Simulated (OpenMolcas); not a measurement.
Zr²⁺.

| Property | Result |
| --- | --- |
| Program | OpenMolcas 26.06 |
| Method | CASSCF |
| Basis | ANO-RCC-VQZP [8s7p5d3f2g1h] |
| Scalar Hamiltonian | DKH2, point nucleus |
| Active space | 2 electrons in 10 orbitals (4d 5d) |
| State averaging | 2S+1 = 3 even, 10 roots; 2S+1 = 1 even, 15 roots |
| Spin-orbit coupling | state interaction with AMFI integrals over the reference wave functions, term energies averaged over their components |

Levels without dynamic correlation, in cm⁻¹ above 4d² ³F₂:

```json
{"Level": "4d² ¹D₂", "E": "8928"}
{"Level": "4d² ³P₀", "E": "10027"}
{"Level": "4d² ¹G₄", "E": "13477"}
{"Level": "4d² ¹S₀", "E": "31463"}
```

On this reference, SS-CASPT2, IPEA 0.25 Eh, imaginary shift 0.1 Eh (closed shells correlated: 4s 4p) puts 4d² ¹D₂ at 5780 cm⁻¹.

Task: Estimate the other levels at that method by one scale factor, and say how well it serves.

Result: The factor is 5780 / 8928 = 0.647. Scaled values beside those that SS-CASPT2 gives and measured ones (Moore, Atomic Energy Levels, vol. II, NSRDS-NBS 35 (1971 reprint of NBS Circular 467, 1952); NIST levels as listed in Rynkun, Gaigalas and Jonsson, Astron. Astrophys. 637, A10 (2020)):
```
  Level  Scaled  SS-CASPT2  Miss (%)  Measured
4d² ³P₀    6487       8560     -24.2      8062
4d² ¹G₄    8720      11290     -22.8     11049
4d² ¹S₀   20357      23710     -14.1     23979
```
For these levels the scaled values miss SS-CASPT2 by up to 24.2 %, as correlation changes each term by its own factor, spin-orbit parts do not scale and CASPT2 has its own spread within terms. This holds within one configuration; levels of others move differently, and the target method has errors of its own against measurement.

Term energies are means over components that CASPT2 splits; among the terms shown or strongly mixed into the levels shown the widest spread is 410 cm-1 (4d² ¹G, SS-CASPT2). Active for correlation alone: 5d; no level in the range computed is led by a configuration that fills it, so any true level of that kind is missing. Without dynamic correlation excited terms often stand tens of per cent too high (terms of higher spin than the ground term too low), and those without a measured partner can miss by more than the paired ones (holds for CASSCF). Measured partners are found by configuration, term and J. A level has none where our copy of the source lacks it or the pairing is in doubt (some pairs that miss far off the trend of their configuration count as doubtful), and it then counts in no deviation. Only configurations of the active space appear.
